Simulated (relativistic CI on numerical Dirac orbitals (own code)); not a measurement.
## Ta XX: computed level list

Computed by Dirac-Coulomb-Breit CI, KLI orbitals optimised for each configuration, a model potential for QED, unscaled Slater integrals (own radial code, finite nucleus).

Configurations in the expansion (outside the closed core [Ar] 3d10 4d10): 4s²4p⁶4f⁸, 4s²4p⁶4f⁷5s, 4s²4p⁶4f⁶5s², 4s²4p⁶4f⁷5p, 4s²4p⁶4f⁶5s5p, 4s²4p⁶4f⁷6s, 4s²4p⁵4f⁹, 4p⁶4f¹⁰, 4s4p⁶4f⁸5s. Levels of other configurations are missing.

```
No.  Configuration  Term   J  E (cm⁻¹)   %  Landé g  Lifetime (s)  jj configuration (%)
 41      4s²4p⁶4f⁸    ⁵D   2   82447.6  48    1.381      4.60e-03          4f7/2^2 (28)
 42      4s²4p⁶4f⁸    ⁵K   8   84632.6  66    1.128      2.80e-02  4f5/2^4 4f7/2^4 (48)
 43      4s²4p⁶4f⁸    ⁵G   6   85010.3  63    1.237      4.06e-03  4f5/2^4 4f7/2^4 (52)
 44      4s²4p⁶4f⁸    ⁵G   5   85244.2  22    1.065      6.06e-03  4f5/2^5 4f7/2^3 (33)
 45      4s²4p⁶4f⁸    ³F   4   87036.4  32    1.173      1.94e-03  4f5/2^4 4f7/2^4 (52)
 46      4s²4p⁶4f⁸    ⁵D   3   87369.8  49    1.452      2.77e-03  4f5/2^5 4f7/2^3 (53)
 47      4s²4p⁶4f⁸    ⁵G   5   87534.0  23    0.999      6.33e-03  4f5/2^4 4f7/2^4 (56)
 48      4s²4p⁶4f⁸    ³O  12   87773.4  85    1.069                4f5/2^4 4f7/2^4 (90)
 49      4s²4p⁶4f⁸    ³O  11   88616.9  66    1.034      6.56e-02  4f5/2^4 4f7/2^4 (94)
 50      4s²4p⁶4f⁸    ⁵K   7   88736.6  46    1.072      5.19e-03  4f5/2^3 4f7/2^5 (43)
 51      4s²4p⁶4f⁸    ³M   8   91686.5  45    0.988      6.57e-03  4f5/2^4 4f7/2^4 (59)
 52      4s²4p⁶4f⁸    ⁵K   6   92073.2  58    0.953      3.78e-03  4f5/2^4 4f7/2^4 (57)
 53      4s²4p⁶4f⁸    ⁵D   1   92365.9  60    1.750      4.92e-03  4f5/2^4 4f7/2^4 (42)
 54      4s²4p⁶4f⁸    ³K   7   92584.4  31    1.088      3.44e-03  4f5/2^3 4f7/2^5 (57)
 55      4s²4p⁶4f⁸    ³D   3   92967.3  31    1.224      3.35e-03  4f5/2^4 4f7/2^4 (39)
 56      4s²4p⁶4f⁸    ³P   2   92986.4  29    1.570      1.30e-03  4f5/2^2 4f7/2^6 (33)
 57      4s²4p⁶4f⁸    ³M   9   94155.4  49    0.980      4.19e-03  4f5/2^4 4f7/2^4 (55)
 58      4s²4p⁶4f⁸    ⁵D   0   95250.8  68               2.78e-03  4f5/2^3 4f7/2^5 (42)
 59      4s²4p⁶4f⁸    ⁵G   4   95385.1  53    1.112      3.12e-03  4f5/2^4 4f7/2^4 (68)
 60      4s²4p⁶4f⁸    ³H   6   96938.5  24    1.059      5.61e-03  4f5/2^5 4f7/2^3 (42)
 61      4s²4p⁶4f⁸    ³M  10   97076.3  59    1.042      7.70e-03  4f5/2^4 4f7/2^4 (58)
 62      4s²4p⁶4f⁸    ³H   4   98082.8  27    1.083      2.62e-03  4f5/2^3 4f7/2^5 (38)
 63      4s²4p⁶4f⁸    ³K   8   99154.5  66    1.098      2.26e-03  4f5/2^3 4f7/2^5 (65)
 64      4s²4p⁶4f⁸    ³H   5   99362.9  38    0.931      2.52e-03  4f5/2^4 4f7/2^4 (42)
 65      4s²4p⁶4f⁸    ⁵H   7   99589.2  70    1.226      8.48e-03  4f5/2^4 4f7/2^4 (55)
 66      4s²4p⁶4f⁸    ³F   2  100379.2  20    1.225      1.79e-03  4f5/2^4 4f7/2^4 (44)
 67      4s²4p⁶4f⁸    ⁵D   4  100880.8  43    1.238      1.86e-03  4f5/2^3 4f7/2^5 (44)
 68      4s²4p⁶4f⁸    ⁵G   3  101470.9  63    0.936      3.94e-03  4f5/2^3 4f7/2^5 (42)
 69      4s²4p⁶4f⁸    ³G   5  101542.7  35    1.132      2.33e-03  4f5/2^3 4f7/2^5 (42)
 70      4s²4p⁶4f⁸    ³M   9  101572.8  64    1.025      1.46e-02  4f5/2^4 4f7/2^4 (55)
```

Energies count from the lowest computed level; lifetimes are radiative, by E1, M1, E2, M2 decay to levels of this space only. Filled j subshells are mostly left out of the jj labels.

The mean weight of the leading LS term, summed over parents, in these 30 levels is 48 %, and that of the leading jj configuration (from the same eigenvectors) 51 %.

At this charge energies of transitions that change n are usually good to better than 1 %, and those within a shell (Δn = 0) to a few per cent. Terms inside the open d or f shell come out 10 to 20 % too wide with unscaled integrals.

LS names give the leading component of a level, which can be under half, so a name can repeat, a term be missing and a line seem to break the LS rules.
